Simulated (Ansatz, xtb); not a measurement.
## Two isomers of C6H6FNO

Structure I is `COc1cc(F)ccn1`, a singlet and structure II is `COc1ccnc(F)c1`, a singlet. Both are isolated molecules in the gas phase, relaxed with PBE0-D3(BJ)/def2-SVP; the shapes shown needn't be the lowest conformers.

I (Å):

```tsv
atom	x (Å)	y (Å)	z (Å)
C	-2.2996	-1.1812	1.4888
C	-0.6829	0.0211	0.2833
C	-0.3304	0.7498	-0.8664
C	0.9614	1.2318	-0.9198
C	1.8620	1.0000	0.1220
C	1.3881	0.2665	1.1996
F	1.3560	1.9269	-1.9774
N	0.1469	-0.2150	1.2860
O	-1.9309	-0.4474	0.3404
H	-2.2006	-0.5729	2.4006
H	-1.6721	-2.0773	1.6091
H	-3.3470	-1.4701	1.3385
H	-1.0450	0.9220	-1.6706
H	2.8817	1.3825	0.0758
H	2.0497	0.0533	2.0464
```

II (Å):

```yaml
atoms:
  - { symbol: C, position_ang: [-2.4808, -0.5065, 1.1530] }
  - { symbol: C, position_ang: [-0.4433, 0.4674, 0.4652] }
  - { symbol: C, position_ang: [0.2711, 1.6237, 0.1052] }
  - { symbol: C, position_ang: [1.6060, 1.4910, -0.2322] }
  - { symbol: C, position_ang: [1.5763, -0.7313, 0.1007] }
  - { symbol: C, position_ang: [0.2288, -0.7564, 0.4645] }
  - { symbol: F, position_ang: [2.2257, -1.8884, 0.0962] }
  - { symbol: N, position_ang: [2.2633, 0.3253, -0.2374] }
  - { symbol: O, position_ang: [-1.7311, 0.6233, 0.7867] }
  - { symbol: H, position_ang: [-2.0677, -0.9930, 2.0530] }
  - { symbol: H, position_ang: [-2.5278, -1.2448, 0.3344] }
  - { symbol: H, position_ang: [-3.4948, -0.1510, 1.3724] }
  - { symbol: H, position_ang: [-0.2346, 2.5896, 0.0992] }
  - { symbol: H, position_ang: [2.1873, 2.3747, -0.5167] }
  - { symbol: H, position_ang: [-0.2392, -1.7033, 0.7280] }
```

Estimate which is lower in electronic energy at CCSD(T)/def2-SVP + ΔMP2/def2-TZVPP, and by roughly how much.

CCSD(T)/def2-SVP + ΔMP2/def2-TZVPP gives E(II) − E(I) = +0.044 eV, slightly favouring structure I, which is too small a margin to settle the true order.

The same difference at several levels:

```tsv
level	geometry	E(II) − E(I) (eV)	departure from the last row (eV)	job, with rough time for the two
GFN2-xTB	GFN2-xTB	+0.122	+0.078	optimisation, 0.15 s
HF/STO-3G	GFN2-xTB	+0.113	+0.069	single point, 0.84 s
r2SCAN-D4/def2-SVP	GFN2-xTB	+0.056	+0.012	single point, 11 s
PBE0-D3(BJ)/def2-SVP	PBE0-D3(BJ)/def2-SVP	+0.059	+0.015	optimisation, 68 s
HF/def2-SVP	PBE0-D3(BJ)/def2-SVP	+0.084	+0.040	part of the CCSD(T) run
MP2/def2-SVP	PBE0-D3(BJ)/def2-SVP	+0.061	+0.017	part of the CCSD(T) run
CCSD(T)/def2-SVP	PBE0-D3(BJ)/def2-SVP	+0.064	+0.020	single point
CCSD(T)/def2-SVP + ΔMP2/def2-TZVPP	PBE0-D3(BJ)/def2-SVP	+0.044		single point, 5.8 min
```

As drawn, both hold the same kinds of bond in the same numbers.

The largest departure from CCSD(T)/def2-SVP + ΔMP2/def2-TZVPP is that of GFN2-xTB, 0.078 eV. The last row adds to CCSD(T) the change of the MP2 difference between the two basis sets, here −0.020 eV.

With thermal terms from frequencies at re-optimised GFN2-xTB minima (ideal gas, soft modes damped towards free rotors, one conformer each, 298.15 K, 1 atm): on the last row, ΔE + ΔZPE = +0.051, ΔH = +0.046, ΔG = +0.057 eV.

The correlated steps freeze 9 core orbitals. Codes used: Ansatz 0.2.0, xtb 6.7.1; the last row on 2 threads of Arm Neoverse V1 on a shared host.
